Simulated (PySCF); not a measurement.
FGeH₅N₂, SMILES [NH2][GeH]([NH2])[F]. Atoms are numbered in the order given.

```xyz
9

Ge    -0.0561     0.1829    -0.1953
N      1.3455    -0.8041    -0.7554
N     -1.3435    -0.9961     0.2886
F      0.2384     1.0565     1.2919
H     -0.3430     1.2794    -1.2330
H      1.6477    -1.5371    -0.1204
H      2.1467    -0.3057    -1.1287
H     -2.1117    -0.6074     0.8269
H     -1.7034    -1.5881    -0.4536
```

Geometry: PBE0-D3(BJ)/def2-SVP. The structure was generated by enumeration, and PubChem lists no compound with its InChIKey, so it may never have been made. The values are those of a single conformer.

All values below come from PBE/def2-TZVP (PySCF).

Computed frontier levels, gap, dipole moment and polarisability:
```
Item                                                                                                             Value
---------------------------------------------------------------------------------------------  -----------------------
highest occupied level                                                                                        -6.17 eV
lowest empty level                                                                                            -0.23 eV
orbital gap                                                                                                    5.94 eV
dipole moment                                                                                                   1.91 D
quadrupole, principal values (traceless, Buckingham form, about the centre of nuclear charge)  -8.23, -1.81, 10.04 D·Å
mean static polarisability                                                                        45.0 bohr³ (6.66 Å³)
polarisability, principal values                                                                39.6, 46.1, 49.2 bohr³
```
